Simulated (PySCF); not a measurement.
**EPR parameters of C5H8F3**

Compound: C₅H₈F₃ (doublet state).
Cartesian coordinates in Å at the GFN2-xTB level; atoms count from 1:
```
atom  x, y, z in Å
C1    -1.5810    0.9212   -0.4319
C2    -0.4140   -0.0661   -0.3361
C3    -0.8653   -1.3084    0.4628
F4     0.1209   -2.2614    0.4488
C5     0.7762    0.5533    0.2957
F6     0.5843    1.1875    1.4770
C7     2.1769    0.2226   -0.0338
F8     2.4557    0.5426   -1.3529
H9    -1.8523    1.2817    0.5574
H10   -2.4472    0.4428   -0.8810
H11   -1.2945    1.7719   -1.0439
H12   -0.1163   -0.3980   -1.3356
H13   -1.7521   -1.7614    0.0096
H14   -1.0553   -1.0570    1.5106
H15    2.3872   -0.8562    0.0498
H16    2.8691    0.7938    0.5921
```

The hyperfine couplings belong to this conformer and change with its torsions.

As a line formula: `C[C@H](CF)[C](F)CF` [radical].

Computed with PySCF, UKS B3LYP, pcH-1 on C F H, non-relativistic, mean-field spin-orbit, GIAO. The structure is a single GFN2-xTB conformer in the gas phase; no vibrational or solvent corrections. The geometry wasn't refined by DFT: couplings that depend on bond lengths, twists or pyramidal angles can differ widely from those at the functional's own minimum. The SCF solution wasn't tested for stability.

* g1, g2, g3: 2.00196, 2.00355, 2.00457
* g_iso: 2.00336
* Form of g: rhombic: the two nearest values differ by 39 % of g3 − g1
* ⟨S²⟩: 0.7538 (exact 0.7500)
* α and β electrons: 33, 32
* Basis functions: 280

Isotropic coupling and dipolar principal values T1 to T3, in mT; ρ(0) is the spin density at the nucleus (MHz turned into mT with g_iso):

```
atom  isotope  a_iso     T1     T2     T3  Mulliken spin population  ρ(0) (bohr⁻³)
  C1      13C   1.03  -0.10  -0.09   0.19                      0.02         0.0258
  C2      13C  -0.82  -0.07  -0.03   0.10                     -0.05        -0.0205
  C3      13C   1.97  -0.22  -0.20   0.42                      0.05         0.0492
  F4      19F   0.14  -0.29   0.00   0.29                      0.00         0.0009
  C5      13C   4.78  -3.02  -2.94   5.96                      0.90         0.1193
  F6      19F   5.12  -9.03  -7.64  16.67                      0.06         0.0341
  C7      13C  -1.27  -0.13  -0.07   0.20                     -0.05        -0.0316
  F8      19F   7.56  -2.09  -1.92   4.01                      0.02         0.0504
  H9       1H  -0.08  -0.12  -0.09   0.21                      0.00        -0.0005
 H10       1H   0.10  -0.08  -0.06   0.14                      0.00         0.0006
 H11       1H  -0.08  -0.16  -0.09   0.25                      0.00        -0.0005
 H12       1H   0.29  -0.21  -0.15   0.36                      0.00         0.0018
 H13       1H   0.45  -0.13  -0.05   0.18                      0.01         0.0028
 H14       1H  -0.14  -0.17  -0.06   0.22                      0.00        -0.0009
 H15       1H   3.44  -0.23  -0.05   0.28                      0.05         0.0216
 H16       1H   0.37  -0.21  -0.16   0.37                      0.00         0.0023
```

The Mulliken spin populations are largest on C5 (+0.90) and F6 (+0.06). C5 is the only atom above +0.15. The angles at C5 add up to 357.6°, so it is nearly planar.

Axes: g3 points within 4° of the C5–C7 bond.

Under fast tumbling the dipolar parts average out, and these isotropic splittings remain (the largest six): 1 × 19F (F8, I = 1/2, 2 lines) with 7.56 mT, 1 × 19F (F6, I = 1/2, 2 lines) with 5.12 mT, 1 × 1H (H15, I = 1/2, 2 lines) with 3.44 mT, 1 × 1H (H13, I = 1/2, 2 lines) with 0.45 mT, 1 × 1H (H16, I = 1/2, 2 lines) with 0.37 mT and 1 × 1H (H12, I = 1/2, 2 lines) with 0.29 mT.

The 13C coupling of C5 (134.1 MHz) shows only in satellite lines or after enrichment, since that isotope makes up about 1.07 % of natural carbon.

The spin density at the nucleus, in bohr⁻³, is negative for C7 (-0.0316) and C2 (-0.0205), for instance. A restricted open-shell determinant has no negative spin density anywhere; here it arises because α and β orbitals differ (spin polarisation).
